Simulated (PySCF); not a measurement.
Computed shifts of a molecule CH8ClNSi2, PBE/pcSseg-1 (PySCF), GIAO, gas phase, equivalent atoms averaged, in ppm (number of nuclei): ¹³C: 5.8 (1). ²⁹Si: 8.6 (1), -57.6 (1). ¹⁵N: 44.5 (1). ¹H: 5.92 (1), 5.25 (3), 1.11 (1), 1.10 (3). References: ¹³C against TMS (σ = 182.0 ppm); ²⁹Si against TMS (σ = 335.4 ppm); ³⁵Cl against HCl (σ = 936.5 ppm); ¹⁵N against NH3 (σ = 267.0 ppm); ¹H against TMS (σ = 31.49 ppm), references at their B3LYP-D3(BJ)/def2-TZVP geometries, non-relativistic (without spin–orbit terms, shifts of atoms bonded to Cl or Br come out too high). The structure is a stationary point at PBE-D3(BJ)/def2-SVP. Other conformers were not sampled.

Question: Which structure fits?
A) CN[SiH2][SiH2]Cl
B) C[Si@@H](Cl)N[SiH3]
C) N[SiH2]C[SiH2]Cl
D) [SiH3]NC[SiH2]Cl

Answer: B, C[Si@@H](Cl)N[SiH3]
